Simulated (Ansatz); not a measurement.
A run for Ansatz (an electronic-structure program): R-wB97M-V/def2-TZVPP on CH6GeO2 (SMILES C[O][GeH2][OH]), a point of a torsion scan.

Ansatz 0.2 input:
```yaml
crystal:
  periodic: [false, false, false]
  atoms:
    - {symbol: C, position_ang: [1.63485209, -0.14611785, -0.09236625]}
    - {symbol: O, position_ang: [0.61969240, 0.81265669, 0.13867910]}
    - {symbol: Ge, position_ang: [-1.07887609, 0.52796397, 0.32164763]}
    - {symbol: O, position_ang: [-1.42006460, -0.88686989, -0.64317190]}
    - {symbol: H, position_ang: [2.43700782, 0.35720262, -0.63403170]}
    - {symbol: H, position_ang: [2.02692248, -0.52656158, 0.85343254]}
    - {symbol: H, position_ang: [1.26825748, -0.98327108, -0.68827669]}
    - {symbol: H, position_ang: [-1.46556869, 0.22734052, 1.75371577]}
    - {symbol: H, position_ang: [-1.69651592, 1.77387122, -0.23296669]}
    - {symbol: H, position_ang: [-2.31549556, -1.21384703, -0.66457863]}
basis:
  gaussian:
    orbitals: def2-TZVPP
hamiltonian:
  xc: {name: wB97M-V}
scf: {lower_state_search: off}
```

Output:

```
WARN ansatz: RAYON_NUM_THREADS=1 ignored (pool sized by the plan → 1); use --threads N
Functional definition: wB97M-V
these checks for a lower state are left out or cut short: stability, starts, cluster_reference, orbital_swaps, neighbouring_geometries, increment
integrals: 0.20 GiB planned
1222 factors; their error is unknown
integrals: 0.23 GiB planned
280 factors; integrals over basis functions are off by at most 8.1e-6 eV
mean field: 1.58 GiB planned
mean field evaluation 1: about -61737.9297 eV, gradient 6.5e1 eV
mean field evaluation 2: about -61735.6775 eV, gradient 7.7e1 eV
mean field evaluation 4: about -61744.7132 eV, gradient 1.8e0 eV
mean field evaluation 8: about -61744.7240 eV, gradient 4.2e-2 eV
mean field evaluation 16: about -61744.8774 eV, gradient 3.1e-5 eV
mean field -61744.87739086 eV, -2269.0823919332 hartree, gradient 8.2e-6 eV, S^2 0.000000; 0 other end points of the search recorded, 0 dependent functions left out
reference -61744.87743853 eV, -2269.0823936849 hartree; 30, 30 occupied and 195, 195 virtual orbitals, 1222 factors
Total energy: -61744.87743853 eV, -2269.0823936849 hartree
Checks for a lower state left out: stability, starts, cluster_reference, orbital_swaps, neighbouring_geometries, increment
```

The run converged.

Cost: about 7 core-seconds (a rough figure).
